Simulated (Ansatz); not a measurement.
Ideal-gas functions of C2H3F2Si, SMILES `[CH]=C[SiH](F)F` radical at 800 K and 1 bar, from an Ansatz frequency run at PBE0-D4/def2-TZVP.

Molar mass 93.13 g/mol, point group Cs (symmetry number 1), electronic degeneracy 2, moments of inertia 75.844, 168.254, 214.783 u Å². Harmonic wavenumbers (cm⁻¹, unscaled): 65, 203, 212, 286, 387, 616, 717, 826, 829, 884, 896, 898, 956, 1159, 1651, 2293, 3111, 3235.

Use S(trans) = R[1.5 ln M + 2.5 ln T − 1.1517]; rotational temperatures θ = 24.2544 K / I; S(rot) = R[ln(√π/σ · √(T³/θAθBθC)) + 1.5]; for each mode x = 1.438777 ν̃/T, S = R[x/(eˣ − 1) − ln(1 − e⁻ˣ)] and H = RT x/(eˣ − 1); 1 cm⁻¹ = 0.0119627 kJ/mol; R = 8.31446 J/(mol·K).

Question: By hand: the entropy, in J/(mol·K).

Answer: Translation 185.9. Rotation: θ = 0.3198, 0.1442, 0.1129 K, giving 122.5. Vibration, mode by mode: 26.17, 16.74, 16.38, 13.93, 11.49, 7.88, 6.75, 5.75, 5.72, 5.28, 5.19, 5.18, 4.76, 3.57, 1.77, 0.70, 0.20, 0.17, in all 137.6. Electronic 5.8. Sum 451.8 J/(mol·K).

Question: By hand: H − E and G − E in kJ/mol, counted from the electronic energy.

Answer: Zero-point energy ½ × 19224 × 0.0119627 = 115.0; thermal vibration 53.9; translation, rotation and pV give 4 RT = 26.6. H − E = 195.5 kJ/mol, and G − E = 195.5 − 800 × 451.8/1000 = -165.9 kJ/mol.

Vibration gives 30 % of the entropy, 26.2 J/(mol·K) of it from the mode under 150 cm⁻¹: soft modes count most, and the harmonic formula is weakest for them. The sum counts one conformer and one mirror image; others add a mixing term.
